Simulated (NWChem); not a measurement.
System: C₃H₈O₂; SMILES COCOC

Here is an NWChem input.

```
start job
memory heap 200 mb stack 900 mb global 1100 mb
geometry units angstroms noautosym nocenter noautoz
  C      0.657972    -1.899696     0.145995
  O     -0.540817    -1.290137    -0.313217
  C     -0.720749     0.003809     0.144431
  O      0.260425     0.855207    -0.409964
  C      0.182343     2.171625     0.091487
  H      0.708740    -1.893368     1.246396
  H      1.544588    -1.395267    -0.253589
  H      0.636056    -2.934180    -0.204556
  H     -1.727762     0.310531    -0.176785
  H     -0.662026     0.050861     1.252043
  H      0.978998     2.746313    -0.387016
  H     -0.785490     2.644274    -0.143166
  H      0.325332     2.204607     1.184397
end
basis spherical
  * library 6-31g*
end
dft
  xc pbe0
  iterations 150
end
cosmo
  dielec 20.7
end
task dft energy
```

NWChem printed, in part:

```
             Northwest Computational Chemistry Package (NWChem) 7.3.0
             --------------------------------------------------------

                             Geometry "geometry" -> ""
                             -------------------------

 Output coordinates in angstroms (scale by  1.889725989 to convert to a.u.)

  No.       Tag          Charge          X              Y              Z
 ---- ---------------- ---------- -------------- -------------- --------------
    1 C                    6.0000     0.65797200    -1.89969600     0.14599500
    2 O                    8.0000    -0.54081700    -1.29013700    -0.31321700
    3 C                    6.0000    -0.72074900     0.00380900     0.14443100
    4 O                    8.0000     0.26042500     0.85520700    -0.40996400
    5 C                    6.0000     0.18234300     2.17162500     0.09148700
    6 H                    1.0000     0.70874000    -1.89336800     1.24639600
    7 H                    1.0000     1.54458800    -1.39526700    -0.25358900
    8 H                    1.0000     0.63605600    -2.93418000    -0.20455600
    9 H                    1.0000    -1.72776200     0.31053100    -0.17678500
   10 H                    1.0000    -0.66202600     0.05086100     1.25204300
   11 H                    1.0000     0.97899800     2.74631300    -0.38701600
   12 H                    1.0000    -0.78549000     2.64427400    -0.14316600
   13 H                    1.0000     0.32533200     2.20460700     1.18439700

 Effective nuclear repulsion energy (a.u.)     195.5119722309

                                 NWChem DFT Module
                                 -----------------

 Summary of "ao basis" -> "ao basis" (spherical)
 ------------------------------------------------------------------------------
       Tag                 Description            Shells   Functions and Types
 ---------------- ------------------------------  ------  ---------------------
 C                           6-31g*                  6       14   3s2p1d
 O                           6-31g*                  6       14   3s2p1d
 H                           6-31g*                  2        2   2s

 in cosmo_initialize ...

 solvent parameters
 solvname_short: unkn
 solvname_long:  unknown
 dielec:       20.7000

[...]

                                   COSMO solvation results
                                   -----------------------

                 gas phase energy =      -269.233057488695
                 sol phase energy =      -269.240927285594
 (electrostatic) solvation energy =         0.007869796899 (    4.94 kcal/mol)

                       DFT Final Molecular Orbital Analysis
                       ------------------------------------

 Vector   19  Occ=2.000000D+00  E=-3.426241D-01
              MO Center= -1.5D-01, -7.7D-01, -1.2D-01, r^2= 3.4D+00
   Bfn.  Coefficient  Atom+Function         Bfn.  Coefficient  Atom+Function
  ----- ------------  ---------------      ----- ------------  ---------------
    17      0.287613   2 O  px               19      0.259903   2 O  pz
    21      0.212269   2 O  px               20     -0.210530   2 O  s
    18      0.199489   2 O  py               23      0.191905   2 O  pz
     3     -0.174954   1 C  px               47     -0.161801   4 O  pz
    22      0.151830   2 O  py               32     -0.147417   3 C  py

 Vector   20  Occ=2.000000D+00  E=-2.891505D-01
              MO Center= -1.2D-01, -9.8D-01, -1.1D-01, r^2= 2.3D+00
   Bfn.  Coefficient  Atom+Function         Bfn.  Coefficient  Atom+Function
  ----- ------------  ---------------      ----- ------------  ---------------
    19      0.446591   2 O  pz               23      0.348018   2 O  pz
    17     -0.249765   2 O  px               45     -0.215847   4 O  px
    21     -0.188044   2 O  px               49     -0.178143   4 O  px
    18     -0.165444   2 O  py               72     -0.162104   6 H  s
    74      0.156999   7 H  s                73      0.147624   7 H  s

 Vector   21  Occ=2.000000D+00  E=-2.721112D-01
              MO Center= -9.4D-02,  8.4D-01, -8.7D-02, r^2= 2.1D+00
   Bfn.  Coefficient  Atom+Function         Bfn.  Coefficient  Atom+Function
  ----- ------------  ---------------      ----- ------------  ---------------
    47      0.415381   4 O  pz               51      0.331095   4 O  pz
    45      0.319130   4 O  px               49      0.245222   4 O  px
    80     -0.206738  10 H  s                78      0.176955   9 H  s
    84      0.164890  12 H  s                86     -0.165504  13 H  s
    79     -0.145514  10 H  s                77      0.137410   9 H  s

 Vector   22  Occ=0.000000D+00  E= 1.079094D-01
              MO Center= -1.9D-01,  5.5D-01,  4.0D-01, r^2= 5.9D+00
   Bfn.  Coefficient  Atom+Function         Bfn.  Coefficient  Atom+Function
  ----- ------------  ---------------      ----- ------------  ---------------
    34      0.904726   3 C  s                62      0.834642   5 C  s
    80     -0.821977  10 H  s                 6      0.781486   1 C  s
    78     -0.695931   9 H  s                86     -0.664778  13 H  s
    84     -0.593591  12 H  s                64      0.579368   5 C  py
    48      0.511927   4 O  s                76     -0.480788   8 H  s

 Vector   23  Occ=0.000000D+00  E= 1.245911D-01
              MO Center=  4.4D-02,  2.6D-02,  2.3D-01, r^2= 6.4D+00
   Bfn.  Coefficient  Atom+Function         Bfn.  Coefficient  Atom+Function
  ----- ------------  ---------------      ----- ------------  ---------------
    62      1.200442   5 C  s                20     -0.916834   2 O  s
    82     -0.715283  11 H  s                72      0.687802   6 H  s
    36     -0.619923   3 C  py               84     -0.621222  12 H  s
     7     -0.532657   1 C  px               86     -0.455083  13 H  s
     6     -0.447014   1 C  s                 9     -0.440166   1 C  pz

[...]
```

Level: PBE0/6-31G* (spherical d), COSMO on the gas-phase geometry. Coordinates come from a B3LYP/6-31G* (spherical d) optimisation. COSMO prints the solvation energy as gas minus solution, so a positive value is a stabilisation.
